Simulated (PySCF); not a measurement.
# C₆ coefficients of unlike pairs at r2SCANh

Calculated with PySCF 2.14 from the dipole response of each species, C₆(A,B) = (3/π) ∫ α_A(iu) α_B(iu) du, in atomic units, from isotropic polarisabilities. For ions this is the dispersion term alone; charge-induced terms of lower order in 1/R come first.

```
species      configuration                                      basis      relativity  α (bohr³)  C₆ (like pair)
    F²⁺  [He] 2s2 2p3 (4S)                    dyall-acv3z (15s9p4d2f)            none      1.282           1.637
    Ag⁺     [Kr] 4d10 (1S)  aug-cc-pVTZ-PP with ECP28MDF (6s6p5d3f2g)  core potential      9.730           58.17
    Rh⁺      [Kr] 4d8 (3F)                aug-cc-pVTZ-DK (9s8p6d3f2g)   spin-free X2C      13.02           82.66
    S²⁺  [Ne] 3s2 3p2 (3P)                   dyall-acv3z (19s12p6d4f)            none      7.359           27.41
```

Task: Estimate C₆ for S²⁺ with Ag⁺.

Result: The integral gives 39.25. The combination rule 2 C_A C_B / (C_A α_B/α_A + C_B α_A/α_B) gives 39.75 and the geometric mean 39.93.

No spin-orbit coupling is included.

The other pairs:

```tsv
pair	C₆
Rh⁺, F²⁺	11.19
Ag⁺, F²⁺	9.588
Rh⁺, Ag⁺	69.06
S²⁺, F²⁺	6.255
S²⁺, Rh⁺	47.31
```
